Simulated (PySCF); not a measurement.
Geometries of 6 isomers of C6H7BN2, from PBE0-D3(BJ)/def2-SVP geometry optimisation, gas phase in PySCF. One conformer each, no zero-point energy, no frequencies.

Question: Which isomer lies lowest at this level?
A.
```xyz
16
angstrom
C      4.445    0.900    1.117
C      3.325    0.722    0.677
C      2.062    0.524    0.180
C      0.943    0.338   -0.267
C     -0.403    0.138   -0.808
C     -0.949   -1.304   -0.540
N     -2.146   -1.097    0.244
B     -2.409    0.274    0.451
N     -1.393    1.012   -0.203
H      5.436    1.049    1.506
H     -0.336    0.307   -1.900
H     -0.193   -1.906   -0.007
H     -1.154   -1.813   -1.498
H     -2.673   -1.892    0.568
H     -3.335    0.738    1.065
H     -1.236    2.008   -0.216
```
B.
```xyz
16
angstrom
N     -3.014   -2.007    0.100
C     -2.549   -0.943    0.133
B     -1.836    0.457    0.183
N     -0.255    0.218    0.308
C      0.301   -1.000    0.320
C      1.676   -1.172    0.425
C      2.493   -0.051    0.520
C      1.902    1.213    0.507
C      0.526    1.307    0.400
H     -2.166    1.101    1.166
H     -2.009    1.090   -0.846
H     -0.394   -1.840    0.243
H      2.088   -2.182    0.431
H      3.577   -0.157    0.604
H      2.499    2.123    0.579
H      0.000    2.263    0.385
```
C.
```xyz
16
angstrom
C     -3.257   -0.770   -0.380
C     -2.084   -1.016   -0.162
B     -0.567   -1.340    0.097
C      0.294   -1.758   -1.206
N      0.044    0.001    0.654
C      0.488    0.984    1.047
C      1.007    2.248    1.553
C      2.451    2.221    1.776
N      3.591    2.220    1.955
H     -4.295   -0.573   -0.574
H     -0.414   -2.107    1.044
H      1.361   -1.907   -0.976
H      0.212   -1.026   -2.026
H     -0.098   -2.715   -1.583
H      0.489    2.490    2.497
H      0.758    3.046    0.832
```
D.
```xyz
16
angstrom
C      3.639   -0.672   -0.860
C      2.525    0.166   -0.445
C      1.607    0.887   -0.095
B      0.435    1.816    0.356
N     -0.850    0.940    0.419
C     -1.784    0.274    0.459
C     -2.943   -0.608    0.515
C     -4.197    0.081    0.223
N     -5.198    0.611   -0.003
H      3.612   -0.882   -1.942
H      3.639   -1.640   -0.332
H      4.602   -0.183   -0.643
H      0.143    2.702   -0.438
H      0.539    2.266    1.490
H     -2.996   -1.067    1.517
H     -2.793   -1.428   -0.210
```
E.
```xyz
16
angstrom
B      2.532   -0.397    0.258
N      0.933   -0.392    0.322
C      0.292   -1.567    0.245
C     -1.089   -1.670    0.279
C     -1.851   -0.509    0.403
C     -1.193    0.710    0.484
C      0.205    0.734    0.440
C      0.864    2.007    0.518
N      1.217    3.108    0.587
H      2.908    0.739    0.472
H      2.885   -1.202    1.111
H      2.803   -0.792   -0.871
H      0.945   -2.436    0.154
H     -1.555   -2.654    0.211
H     -2.941   -0.553    0.436
H     -1.735    1.651    0.581
```
F.
```xyz
16
angstrom
C      3.269   -1.293   -0.118
C      2.828   -0.030   -0.226
C      1.462    0.351   -0.147
C      0.295    0.711   -0.086
B     -1.149    1.189    0.004
C     -1.461    2.715   -0.031
N     -1.702    3.849   -0.059
N     -2.227    0.315    0.119
C     -2.175   -1.124    0.166
H      4.336   -1.518   -0.187
H      2.581   -2.126    0.041
H      3.547    0.783   -0.385
H     -3.159    0.712    0.179
H     -2.602   -1.511    1.105
H     -2.732   -1.575   -0.672
H     -1.130   -1.453    0.101
```

Answer: B. That is `N#C[BH2-][n+]1ccccc1`, 28.0 kcal/mol below the next.

| SMILES | atoms numbered as above | E (Eh) | relative (kcal/mol) | relative (kJ/mol) | dipole (D) |
| --- | --- | --- | --- | --- | --- |
| N#C[BH2-][n+]1ccccc1 | [N:1]#[C:2][BH2-:3][n+:4]1[cH:5][cH:6][cH:7][cH:8][cH:9]1 | -366.52247 | 0.0 | 0.0 | 9.01 |
| [BH3-][n+]1ccccc1C#N | [BH3-:1][n+:2]1[cH:3][cH:4][cH:5][cH:6][c:7]1[C:8]#[N:9] | -366.47788 | 28.0 | 117.1 | 8.40 |
| C=CC#CB(C#N)NC | [CH2:1]=[CH:2][C:3]#[C:4][B:5]([C:6]#[N:7])[NH:8][CH3:9] | -366.47319 | 30.9 | 129.4 | 5.25 |
| C#CC#C[C@H]1CNBN1 | [CH:1]#[C:2][C:3]#[C:4][C@H:5]1[CH2:6][NH:7][BH:8][NH:9]1 | -366.44491 | 48.7 | 203.6 | 1.06 |
| CC#C[BH2-][N+]#CCC#N | [CH3:1][C:2]#[C:3][BH2-:4][N+:5]#[C:6][CH2:7][C:8]#[N:9] | -366.38975 | 83.3 | 348.4 | 6.08 |
| C#C[B@@H-](C)[N+]#CCC#N | [CH:1]#[C:2][B@@H-:3]([CH3:4])[N+:5]#[C:6][CH2:7][C:8]#[N:9] | -366.38957 | 83.4 | 348.9 | 5.89 |
